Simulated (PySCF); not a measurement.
**Highest orbital energy against ionisation energy along the second row**

Calculated with PySCF 2.14, no spin-orbit coupling. Each cell gives −ε(HOMO) / ΔSCF in eV; NIST values include spin-orbit coupling, (s) semi-empirical, (t) theoretical.

```
                           species              UHF              LDA              PBE             PBE0           r2SCAN  NIST (lowest levels)
 B²⁺ (ANO-RCC-VTZP, spin-free X2C)  37.826 / 37.822  32.378 / 37.897  32.670 / 38.286  34.066 / 38.229  32.885 / 37.857                37.931
 C²⁺ (ANO-RCC-VTZP, spin-free X2C)  46.120 / 45.803  40.169 / 46.954  40.382 / 47.117  42.060 / 47.056  40.699 / 46.644                47.888
 N²⁺ (ANO-RCC-VTZP, spin-free X2C)  48.047 / 47.310  38.582 / 47.871  38.844 / 48.037  41.274 / 48.021  39.788 / 48.240            47.445 (s)
 O²⁺ (ANO-RCC-VTZP, spin-free X2C)  55.789 / 54.596  44.988 / 55.424  45.071 / 55.278  47.906 / 55.309  46.135 / 55.608            54.936 (s)
 F²⁺ (ANO-RCC-VTZP, spin-free X2C)  63.882 / 62.221  51.629 / 63.185  51.595 / 62.855  54.847 / 62.926  52.846 / 63.163            62.708 (s)
Ne²⁺ (ANO-RCC-VTZP, spin-free X2C)  64.122 / 61.849  52.124 / 63.617  52.532 / 63.879  55.734 / 63.735  53.379 / 63.616                63.423
```

Q: How far is −ε(HOMO) from ΔSCF on average for each method, and why?

A: UHF 1.03 eV; LDA -9.18 eV; PBE -9.06 eV; PBE0 -6.56 eV; r2SCAN -8.23 eV. Hartree-Fock orbital energies lack relaxation and so exceed the ΔSCF value; semilocal functionals have convex E(N) from self-interaction, so their HOMO lies far too high; exact exchange moves hybrids part of the way back.
